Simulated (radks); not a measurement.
All-electron atom: the nickel ion Ni5+ in [Ar] 3d5.

Calculated with a radial shooting solver on a logarithmic mesh with Libxc functionals: scalar-relativistic Kohn-Sham, r2SCAN, spin-polarised, spherical densities, finite nucleus; open shells are filled with parallel spins first; meta-GGA in the generalised Kohn-Sham scheme; Fermi nuclear charge, rms radius 3.7757 fm.

Energy parts (eV):
total: -41191.741
kinetic: 41773.067
electron-nucleus: -96805.425
Hartree: 15505.954
exchange-correlation: -1665.337

Orbitals (lengths in bohr, moments of r in powers of bohr; <r^-3> diverges for s and p1/2):
orbital  occ.  eigenvalue (eV)  <r^-3>      <r>
1s up       1        -8329.006       -  0.05410
1s down     1        -8329.037       -  0.05410
2s up       1        -1086.049       -   0.2448
2s down     1        -1081.229       -   0.2440
2p up       3        -945.1917   622.6   0.2156
2p down     3        -941.5561   626.6   0.2147
3s up       1        -205.1122       -   0.7173
3s down     1        -195.8676       -   0.7237
3p up       3        -163.0907   86.97   0.7407
3p down     3        -153.8491   83.92   0.7494
3d up       5         -95.8267   9.418   0.7846
3d down     0         -86.2531   9.076   0.8056
4s up       0         -60.4818       -    1.812
4s down     0         -55.6840       -    1.895
4p up       0         -49.7480   14.21    2.004

The highest occupied level is 3d up at -95.827 eV. The density falls to 0.001 e/bohr^3 at r = 2.25 bohr. For comparison, the ionisation energy in NIST's Atomic Spectra Database is 108 eV (semi-empirical). In exact Kohn-Sham theory the highest level is minus the ionisation energy, but local and semilocal functionals leave it too shallow, through self-interaction and a potential that decays too fast; potentials with the right tail come closer. The electron density at the nucleus is 1.977e+04 e/bohr^3 (large components only). Summed over all electrons, <r^2> = 9.317 bohr^2, which gives a Langevin (diamagnetic) susceptibility term of -7.38 x 10^-6 cm^3/mol. Spin moment in Bohr magnetons: 5. The spin density at the nucleus is -1.355 e/bohr^3 (1s 0.033, 2s -5.489, 3s 4.101).
